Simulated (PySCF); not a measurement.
Species: C9H8.
SMILES: `C#CC1=C[C@@H]2C=C[C@H]1C2`

A PySCF run (density fitting, gas phase, GFN2-xTB geometry) gave HOMO -4.99 eV, LUMO -1.58 eV, dipole 0.80 D.

Question: Which of these levels was it?
A. PBE0/def2-SVPD
B. PBE0/pcSseg-1
C. BLYP/def2-SVP

Answer: C. It is BLYP/def2-SVP. All candidates on this geometry:

| level and settings | kind | basis functions | SCF cycles | E (Eh) | HOMO (eV) | LUMO (eV) | dipole (D) |
| --- | --- | --- | --- | --- | --- | --- | --- |
| BLYP/def2-SVP, level shift 0.3 Eh | GGA | 166 | 13 | -347.2038 | -4.99 | -1.58 | 0.80 |
| PBE0/def2-SVPD | global hybrid | 244 | 14 | -346.9786 | -6.33 | -1.04 | 0.88 |
| PBE0/pcSseg-1 | global hybrid | 193 | 14 | -347.1701 | -6.33 | -1.01 | 0.84 |

The nearest other candidate, by the summed differences of HOMO and LUMO, is PBE0/def2-SVPD: its HOMO differs by -1.34 eV and its LUMO by +0.54 eV. Cycle counts include a coarse-grid stage where the run had one.
